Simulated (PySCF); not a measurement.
Isomers of C7H13N, mass 111.105 u with the commonest isotopes. Level of theory: PBE0-D3(BJ)/def2-SVP geometry optimisation, gas phase in PySCF 2.14.0. One conformer each, none proved a minimum here; rigid rotors.

Problem. Order these by out-of-plane moment Σ m c² = (Ia + Ib − Ic)/2, smallest first.
A. 2,3,3-trimethylbutanenitrile, `C([C@@H](C)C(C)(C)C)#N`
B. `[CH3:1][CH:2]([CH3:3])[C:4]([CH3:5])([CH3:6])[C:7]#[N:8]` with C1–C2–C4–C5 -57°
C. `[CH2:1]1[CH2:2][CH2:3][N:4]([CH:5]2[CH2:6][CH2:7]2)[CH2:8]1` with C3–N4–C5–C6 87°, C8–C1–C2–C3 -1°, C1–C2–C3–N4 25°, C2–C3–N4–C5 85°, N4–C5–C6–C7 108°
D. `[CH2:1]=[CH:2][CH2:3][N:4]([CH3:5])[CH:6]1[CH2:7][CH2:8]1` with C1–C2–C3–N4 -128°, C2–C3–N4–C5 -166°, C3–N4–C6–C7 -156°

Solution. D (19.85 u·Å²), C (34.68 u·Å²), A (59.47 u·Å²), B (106.88 u·Å²).

Problem. Order these by rotational constant A, largest first.
A. 2,3,3-trimethylbutanenitrile (`C[C@H](C#N)C(C)(C)C`)
B. `[CH2:1]=[CH:2][CH2:3][N:4]([CH3:5])[CH:6]1[CH2:7][CH2:8]1` with C1–C2–C3–N4 -128°, C2–C3–N4–C5 -166°, C3–N4–C6–C7 -156°
C. `[CH3:1][CH:2]([CH3:3])[C:4]([CH3:5])([CH3:6])[C:7]#[N:8]` with C1–C2–C4–C5 -57°
D. `[CH2:1]1[CH2:2][CH2:3][N:4]([CH:5]2[CH2:6][CH2:7]2)[CH2:8]1` with C3–N4–C5–C6 87°, C8–C1–C2–C3 -1°, C1–C2–C3–N4 25°, C2–C3–N4–C5 85°, N4–C5–C6–C7 108°

Solution. D (4290 MHz), B (2824 MHz), A (2655 MHz), C (2176 MHz).

Problem. Order these by rotational constant C, largest first.
A. `[CH2:1]=[CH:2][CH2:3][N:4]([CH3:5])[CH:6]1[CH2:7][CH2:8]1` with C1–C2–C3–N4 -128°, C2–C3–N4–C5 -166°, C3–N4–C6–C7 -156°
B. `[CH2:1]1[CH2:2][CH2:3][N:4]([CH:5]2[CH2:6][CH2:7]2)[CH2:8]1` with C3–N4–C5–C6 87°, C8–C1–C2–C3 -1°, C1–C2–C3–N4 25°, C2–C3–N4–C5 85°, N4–C5–C6–C7 108°
C. `[CH3:1][CH:2]([CH3:3])[C:4]([CH3:5])([CH3:6])[C:7]#[N:8]` with C1–C2–C4–C5 -57°
D. `C[C@H](C#N)C(C)(C)C` (2,3,3-trimethylbutanenitrile)

Solution. C (1652 MHz), D (1363 MHz), B (1298 MHz), A (1116 MHz).

```csv
SMILES,point group,Ia (u·Å²),Ib (u·Å²),Ic (u·Å²),κ,μa (D),μb (D),μc (D)
CC(C)C(C)(C)C#N,Cs,232.29,287.43,305.97,-0.59,1.71,3.45,0.02
C[C@H](C#N)C(C)(C)C,C1,190.37,299.29,370.73,-0.50,3.43,1.76,0.61
C1CCN(C2CC2)C1,–,117.81,341.02,389.47,-0.88,0.53,0.00,0.67
C=CCN(C)C1CC1,C1,178.96,313.65,452.91,-0.42,0.17,0.32,0.37
```
